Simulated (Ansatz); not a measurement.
This geometry of C2H4FSi (8 atoms, charge 1, multiplicity 1) is a first-order saddle point.

Theory: RKS revPBE/def2-SVP (Ansatz).

```xyz
8
Properties=species:S:1:pos:R:3
C -0.876 1.646 -0.766
Si -0.219 0.000 -0.646
C 0.585 -0.721 0.850
F 0.008 -0.615 -2.117
H -1.761 2.311 -0.741
H 1.322 -0.003 1.269
H 1.112 -1.647 0.528
H -0.170 -0.972 1.623
```

Q: Which two structures does it join? (They come from a converged band through this point; their orientation in space is the band's.)

A: No bond is made or broken. The dihedral F4–Si2–C3–H6 goes from 176 to 53°. The two ends are copies of one structure, up to a mirror image or an exchange of like atoms.

Image 0:

```xyz
8
Properties=species:S:1:pos:R:3
C -0.654 1.654 -0.894
Si -0.415 -0.067 -0.561
C 0.630 -0.699 0.814
F -0.846 -0.978 -1.816
H -1.235 2.592 -0.806
H 0.870 0.113 1.533
H 1.572 -1.108 0.386
H 0.078 -1.507 1.343
```

Image 10:

```xyz
8
Properties=species:S:1:pos:R:3
C -0.923 1.621 -0.703
Si -0.214 -0.002 -0.667
C 0.602 -0.719 0.816
F 0.025 -0.580 -2.150
H -1.800 2.291 -0.624
H 1.699 -0.758 0.632
H 0.214 -1.749 0.978
H 0.398 -0.105 1.718
```

Q: How far does it lie above each of them?

A: 0.028 eV above the first and 0.028 eV above the second. This is the barrier of this one path; another mechanism may lie lower. Limits of this set-up: the dipole of an ion depends on the origin.

Time of the run: 2.9 min on 1 CPU thread of a shared host.
